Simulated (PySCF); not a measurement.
# Structure revision by computed shifts

A compound C6H3F3 gives the data below (simulated from a calculation) and was assigned the structure `C=C=CC#CC(F)(F)F`.

¹³C{¹H} NMR (computed): δ 167.8 (C), 160.6 (C), 156.7 (C), 124.7 (CH), 116.9 (CH), 112.5 (CH).

¹H NMR (600 MHz, computed): δ 7.47 (m, 1H), 7.23 (m, 1H), 7.09 (m, 1H).

[PySCF 2.14: geometry: GFN2-xTB; σ from GIAO-PBE0/pcSseg-1; one conformer; relativity neglected; no solvent]

Chemical shifts δ = σref − σ; ¹H, ¹³C vs TMS, all at this level.

**Question.** Compare with the shifts computed for the proposed structure, pairing carbons in order of shift.

**Answer.** Atom-mapped SMILES (the numbers label the heavy atoms): `[CH2:1]=[C:2]=[CH:3][C:4]#[C:5][C:6]([F:7])([F:8])[F:9]`; H(Xn) means a hydrogen on atom n.

| atom | computed for proposal | given list | difference |
| --- | --- | --- | --- |
| C2 | 234.0 | 167.8 | +66.2 |
| C6 | 124.7 | 160.6 | -35.9 |
| C5 | 87.6 | 156.7 | -69.1 |
| C4 | 87.5 | 124.7 | -37.2 |
| C1 | 82.8 | 116.9 | -34.1 |
| C3 | 77.2 | 112.5 | -35.3 |

The rms difference is 48.7 ppm and the largest -69.1 ppm at C5 (alkyne carbon). The carbon types in order of shift don't match either: C, C, C, C, CH2, CH for the proposal against C, C, C, CH, CH, CH in the data. The proposal doesn't fit.

**Question.** Which isomer fits?

**Answer.** 1,2,4-trifluorobenzene (F-1) (SMILES Fc1ccc(F)c(F)c1).

- Carbon types of the structure: 3 × C, 3 × CH, which accounts for all hydrogens.
- δC 167.8, 160.6, 156.7: aromatic carbon bearing fluorine; the electronegative substituent deshields the carbon that carries it.
- δC 124.7, 116.9, 112.5: aromatic CH.
- δH 7.47, 7.23, 7.09: hydrogen on an aromatic CH; aromatic region.

The data come from this structure; uniqueness wasn't tested.

Splittings by ¹⁹F in the carbon and heteronuclear signals aren't shown, as no couplings were computed. Shifts are as computed. Against solution values, carbons near 30 ppm lie about +3 ppm off and those near 130 ppm about +5 ppm. Of 1211 compounds with measured shifts, 218 miss one by over three times the rms of a fit or turn the order of signals round; such compounds aren't used in these exercises. Multiplicities follow the n + 1 count of equivalent neighbours, as no J values were calculated; m marks all less simple cases, F and P coupling included.
